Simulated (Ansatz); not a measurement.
Relaxation of Sn₃S₂ with RKS r2SCAN-D4/def2-SVP.

```sh
$ ansatz run in.yaml --threads 4 --pin off --events-out ev --progress --plain --max-ram 4787MiB
```

```yaml
crystal:
  periodic: [false, false, false]
  atoms:
    - {symbol: Sn, position_ang: [-0.697850, 1.561100, -0.935710]}
    - {symbol: Sn, position_ang: [-0.019480, -1.232680, -1.200850]}
    - {symbol: Sn, position_ang: [0.708230, -0.903440, 1.575920]}
    - {symbol: S, position_ang: [-1.529970, -0.128080, 0.732200]}
    - {symbol: S, position_ang: [1.539070, 0.703100, -0.171570]}
basis:
  gaussian: {orbitals: def2-SVP}
hamiltonian: {xc: r2scan, dispersion: d4}
scf: {lower_state_search: "off"}
output: {orbitals: {seedname: orbitals}}
relax: {f_tol: 0.02, max_steps: 100}
```

Run time 16 s (4 threads of Arm Neoverse V1 on a shared host).

Positions (Å) and forces (eV/Å) at steps 1, 2, 3, 4, 6 of 6:

```xyz
5
step=1 energy=-39168.8014 eV
Sn   -0.698    1.561   -0.936   -0.348    0.858   -0.380
Sn   -0.019   -1.233   -1.201   -0.008   -0.641   -0.614
Sn    0.708   -0.903    1.576    0.353   -0.366    0.855
S    -1.530   -0.128    0.732   -0.781   -0.135    0.297
S     1.539    0.703   -0.172    0.785    0.285   -0.158
5
step=2 energy=-39168.7698 eV rejected
Sn   -0.728    1.684   -0.923    0.319   -0.877    0.277
Sn   -0.020   -1.336   -1.298    0.011    0.834    0.804
Sn    0.740   -0.889    1.696   -0.324    0.256   -0.867
S    -1.570   -0.156    0.726    0.326   -0.017   -0.205
S     1.578    0.697   -0.201   -0.332   -0.196   -0.010
5
step=3 energy=-39168.8932 eV
Sn   -0.701    1.607   -0.904   -0.033    0.026   -0.084
Sn   -0.020   -1.276   -1.241    0.000    0.069    0.066
Sn    0.712   -0.871    1.620    0.033   -0.085    0.031
S    -1.590   -0.162    0.732    0.092    0.020   -0.034
S     1.598    0.702   -0.207   -0.092   -0.031    0.021
5
step=4 energy=-39168.8949 eV
Sn   -0.714    1.617   -0.939    0.036   -0.082    0.048
Sn   -0.020   -1.271   -1.236    0.001    0.074    0.072
Sn    0.725   -0.906    1.630   -0.036    0.047   -0.082
S    -1.560   -0.143    0.733   -0.076   -0.039    0.003
S     1.568    0.704   -0.188    0.075    0.001   -0.041
5
step=6 energy=-39168.8979 eV
Sn   -0.709    1.610   -0.927    0.001   -0.005   -0.002
Sn   -0.020   -1.266   -1.232    0.000   -0.005   -0.005
Sn    0.720   -0.894    1.624   -0.001   -0.002   -0.005
S    -1.573   -0.152    0.732   -0.008    0.004    0.009
S     1.582    0.702   -0.197    0.009    0.009    0.004
```

In the def2 sets Sn takes a core potential; there is no spin–orbit coupling. The restricted singlet is unstable towards broken spin symmetry in Hartree–Fock (as tested in another run); at r2SCAN-D4/def2-SVP this wasn't settled. The structure comes from a short search, and lower isomers may exist.
